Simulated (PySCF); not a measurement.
**Peak assignment**

Atom-mapped SMILES (the numbers label the heavy atoms): `[CH3:1][O:2][C:3](=[O:4])[C:5](=[O:6])[O:7][CH:8]1[CH2:9][CH2:10]1`. Hydrogens are named by the atom that carries them. Ha(C9), Ha(C10) are cis to O7 on the ring; Hb(C9), Hb(C10) are trans to O7 on the ring.

One averaged value for each set of equivalent atoms, no relativistic terms, one computed conformer, isolated molecule. Geometry: GFN2-xTB; GIAO PBE0/pcSseg-1 shieldings; PySCF 2.14.

Scale: TMS for 13C (σref 186.93), 1H (σref 31.72) (reference shieldings calculated alike).

Q: Assign these signals to the numbered atoms. 13C{1H} NMR (computed): δ 165.7, 164.2, 54.8, 51.2, 8.0.

A: 
| δ (ppm) | atoms | environment | reason |
| --- | --- | --- | --- |
| 165.7 | C3 | ester carbonyl carbon | it is a carbonyl in resonance with an O or N lone pair, the region of acids, esters and amides |
| 164.2 | C5 | ester carbonyl carbon | – |
| 54.8 | C1 | methyl carbon bonded to O | deshielded by the electronegative neighbour |
| 51.2 | C8 | three-membered-ring carbon | pulled downfield by the heteroatom |
| 8.0 | C9/C10 | three-membered-ring carbon | – |

C3 and C5 lie closer than the usual error of such a calculation, so a measured spectrum could show them in the other order.

Q: Assign these signals to the numbered atoms. 1H NMR (400 MHz, computed): δ 5.24 (m, 1H), 4.01 (s, 3H), 1.04 (m, 2H), 0.77 (m, 2H).

A: 
5.24 → H(C8), hydrogen on a three-membered-ring carbon: its carbon carries O, which withdraws density
4.01 → H(C1), hydrogen on a methyl carbon bonded to O: its carbon carries O, an electronegative neighbour
1.04 → Ha(C9)/Ha(C10), hydrogen on a three-membered-ring carbon: cyclopropane-type protons are shielded by the ring
0.77 → Hb(C9)/Hb(C10), hydrogen on a three-membered-ring carbon

Shifts are as computed. Against solution values, carbons near 30 ppm lie about +3 ppm off and those near 130 ppm about +5 ppm. Of 1211 compounds with measured shifts, 218 miss one by over three times the rms of a fit or turn the order of signals round; such compounds aren't used in these exercises. No couplings were computed; multiplicities are counted from neighbouring protons, with m where these are inequivalent, close in shift, in a saturated or five-membered ring or joined by F or P, and br s for small geminal =CH2 splittings.
